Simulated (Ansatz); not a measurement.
A structure relaxed at r2SCAN-D4/def2-SVP in Ansatz, charge 0, multiplicity 9:

```xyz
4

Cu   -1.081   -0.936    1.559
Cu   -0.919    0.480   -0.273
Mn    1.051   -0.643    0.424
Mn    0.949    1.099   -1.711
```

(1) Give its formula and point group.

(2) Summarise the bond lengths by kind (pairs closer than 1.2 times the sum of covalent radii, bridged metal pairs left out).

## Answers

(1) the cluster Mn2Cu2. Point group Cs (tolerance 0.1 Å).

(2) 3 × Cu–Mn 2.37 to 2.44 Å; 1 × Cu–Cu 2.32 Å; 1 × Mn–Mn 2.76 Å.

The charge 0 multiplicity 9 is spin-contaminated (final ⟨S²⟩ up to 21.22, 20.00 for a pure state). An occupied level of the charge 0 multiplicity 9 lies above an empty one of the other spin, so a lower spin may lie lower. Another isomer (multiplicity 9) lies 0.06 eV lower at PBE0-D4/def2-TZVP; other spin states weren't run for this one.
